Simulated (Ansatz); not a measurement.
`[NH2][SnH]([OH])[F]` + H–F → `[OH][SnH]([F])[F]` + NH₃  (ligand exchange at the Sn–N bond)

Calculated with Ansatz (gas phase, PBE0-D4/def2-TZVP geometries, no zero-point term in ΔE). CCSD(T)/CBS is the MP2 limit (def2-TZVPP, def2-QZVPP) plus CCSD(T) − MP2 in def2-TZVPP, frozen cores. This one scheme is used for every species. Functionals use def2-TZVPP. def2 core potentials past Kr. For Sn outer-core shells are correlated without core-valence functions, which leaves a few kJ/mol of doubt a bond. Each species was taken in one conformer, which may not be the lowest.

CCSD(T)/CBS gives -0.50 eV.

(1) Another level gave -0.62 eV. Which?
A. PBE0-D4/def2-TZVPP
B. BLYP/def2-TZVPP
C. r2SCAN-D4/def2-TZVPP
D. ωB97M-V/def2-TZVPP

Largest T1 diagnostic among the species: 0.015.

## Answers

(1) C. r2SCAN-D4 -0.62, ωB97M-V -0.57, PBE0-D4 -0.53, BLYP -0.68 eV.

From r2SCAN to r2SCAN0 (25 % exact exchange), in def2-TZVPP and without D4, ΔE moves by +0.06 eV. In def2-TZVPP, CCSD(T) changes the Hartree–Fock value by +0.17 eV (the triples alone add +0.01 eV) and MP2 by +0.21 eV.
